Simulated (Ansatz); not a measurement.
C3H10BNSi, SMILES `BN(C=C)[SiH2]C`, relaxed with RKS PBE-D4/def2-SVP in the Gaussian-basis code of Ansatz from a rough embedded geometry. The force threshold is 0.03 eV/Å; the program also tests the step.

Total charge 0; spin multiplicity 1.

Start:

```xyz
16

B     1.121    2.021   -0.049
N     0.216    0.817   -0.333
C     0.278    0.258   -1.648
C    -0.521   -0.797   -2.108
Si   -0.776    0.136    0.998
C    -0.005   -1.430    1.660
H     1.136    2.439    1.080
H     1.805    2.435   -0.843
H     0.864    0.752   -2.385
H    -0.402   -1.124   -3.066
H    -1.140   -1.294   -1.373
H    -2.173   -0.135    0.528
H    -0.858    1.094    2.151
H     1.025   -1.183    2.055
H    -0.601   -1.816    2.476
H     0.033   -2.173    0.855
```

Problem. How much energy does the relaxation release, and in how many steps? (An estimate is asked.)

Solution. Computed: 0.69 eV, in 6 steps, 1 of them rejected.

Problem. Which bonds change most? (Estimate.)

Solution. The calculation gave: B1–N2 from 1.533 to 1.420 Å; B1–H8 from 1.127 to 1.219 Å; C4–H10 from 1.020 to 1.099 Å; C3–C4 from 1.401 to 1.349 Å.

Problem. Give the relaxed structure. (Estimate.)

Solution. Ansatz gave: 
```xyz
16

B     1.075    1.986   -0.048
N     0.239    0.870   -0.314
C     0.233    0.277   -1.597
C    -0.482   -0.796   -1.993
Si   -0.761    0.162    1.019
C    -0.007   -1.453    1.622
H     1.085    2.474    1.066
H     1.775    2.425   -0.945
H     0.907    0.785   -2.309
H    -0.392   -1.154   -3.028
H    -1.172   -1.343   -1.332
H    -2.153   -0.059    0.494
H    -0.795    1.188    2.108
H     0.996   -1.271    2.056
H    -0.647   -1.908    2.406
H     0.100   -2.184    0.795
```
